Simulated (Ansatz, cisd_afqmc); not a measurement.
Species: B, charge -1, triplet.

Total energies in aug-cc-pVQZ, 4 correlated electrons, 1 frozen orbitals. UHF or UKS for unpaired electrons; spin-orbit terms are left out. Cores are frozen in correlated methods. No relativity. The Monte Carlo rows (phaseless AFQMC, CISD trial, step 0.005/hartree) carry one-sigma bars that omit the constraint's bias. Outlying blocks are dropped, and bars are widened where a walk drifts. Over all cases where full CI ran beside it in this data, AFQMC minus full CI had a median of +0.1 mEh and passed +0.4 mEh in a tenth of the cases. Full CI freezes restricted core orbitals and the other rows unrestricted ones, which leaves a small offset even where coupled cluster is exact.

| method | program | energy (Eh) | error against FCI (mEh) |
|---|---|---|---|
| HF | Ansatz | -24.52178 | 89.19 |
| MP2 | Ansatz | -24.58849 | 22.48 |
| CCSD | Ansatz | -24.60594 | 5.03 |
| CCSD(T) | Ansatz | -24.60988 | 1.10 |
| CCSDT(Q) | Ansatz | -24.61098 | 0.00 |
| AFQMC/CISD | cisd_afqmc | -24.6095 ± 0.0002 | 1.5 ± 0.2 |
| FCI | Ansatz | -24.61097 | 0.00 |

Ansatz is a quantum-chemistry and plane-wave program.
